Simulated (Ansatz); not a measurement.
Basis sets compared for Hf₂O₉H₁₀, a hydroxylated oxide cluster. Total charge 0; singlet. Geometry PBE-D4/def2-SVP. Ansatz on 2 threads of AMD EPYC 7R13 on a shared host and a share (18 GiB) of an NVIDIA H100 80GB HBM3; times are rough, and most runs start from earlier orbitals.

```xyz
21

Hf   -1.238    0.701   -0.521
Hf    1.340   -1.035    0.413
O    -1.514    2.047    1.367
O    -3.021   -0.006   -0.843
O    -1.177    2.419   -1.483
O     0.849   -2.803   -0.412
O    -0.787   -0.730    1.033
O     2.947   -0.450   -0.600
O     0.744    1.118    0.485
O     2.099   -1.501    2.141
O     0.065   -0.489   -1.570
H    -0.526    1.943    1.507
H    -1.616    2.960    1.029
H    -3.931   -0.298   -0.975
H    -1.045    3.169   -2.075
H     1.213   -3.674   -0.185
H    -1.349   -1.509    1.182
H     3.074   -0.406   -1.561
H     1.410    1.637   -0.004
H     2.578   -1.693    2.954
H    -0.114   -1.399   -1.882
```

In the def2 sets Hf takes a core potential; there is no spin–orbit coupling. Single mean-field runs in def2-TZVP are fitted with def2-universal-jkfit.

Binding counts from free atoms (Hf triplet, O triplet, H doublet) in the same basis, without a counterpoise term.

```
           level  functions  energy (Eh)  HOMO (eV)  LUMO (eV)  binding per atom (eV)  wall time
 PBE-D4/def2-SVP        240    -778.4924      -5.86      -0.72                   4.59        7 s
PBE0-D4/def2-SVP        240    -778.4144      -7.54       0.07                   4.42        7 s
```

(1) Estimate the rows for PBE-D4/def2-TZVP (with forces), PBE0-D4/def2-TZVP.

## Answers

(1) 
```
                         level  functions  energy (Eh)  HOMO (eV)  LUMO (eV)  binding per atom (eV)  wall time
PBE-D4/def2-TZVP (with forces)        419    -779.3336      -6.06      -0.93                   4.54      6.5 s
             PBE0-D4/def2-TZVP        419    -779.2528      -7.69      -0.14                   4.39        7 s
```
